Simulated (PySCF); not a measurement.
# HgI: from constants to spectrum

PBE0 constants of HgI, ²Σ⁺ (doublet), unpaired electrons σ ↑ (Hg cc-pVDZ-PP with ECP60, I cc-pVDZ-PP with ECP28; scalar-relativistic core potentials (PySCF 2.14); masses 201.9706 and 126.9045 u):

* ωe: 124.7 cm⁻¹
* ωexe: 0.675 cm⁻¹
* Be: 0.027993 cm⁻¹
* αe: 0.000143 cm⁻¹
* D (centrifugal): 5.64e-09 cm⁻¹
* De to Hg + I: 0.64 eV

Problem. Give the vibrational terms G(v) and spacings up to v = 6.

Solution. G(v) = ωe(v+½) − ωexe(v+½)².

```
v  G(v) (cm⁻¹)  G(v) − G(v−1)  Bv (cm⁻¹)
0         62.2                   0.02792
1        185.5          123.3    0.02778
2        307.5          122.0    0.02764
3        428.2          120.6    0.02749
4        547.5          119.3    0.02735
5        665.4          118.0    0.02721
6        782.0          116.6    0.02706
```

Problem. How well does the Morse estimate ωe²/(4ωexe) reproduce De, and what is D0?

Solution. It gives 0.71 eV, 112 % of the computed De. D0 = De − G(0) = 0.64 − 0.01 = 0.63 eV.

These are scalar-relativistic numbers at best; spin–orbit coupling would shift them, the dissociation energy most. The state was picked by a PBE0 search and need not be the measured ground state.
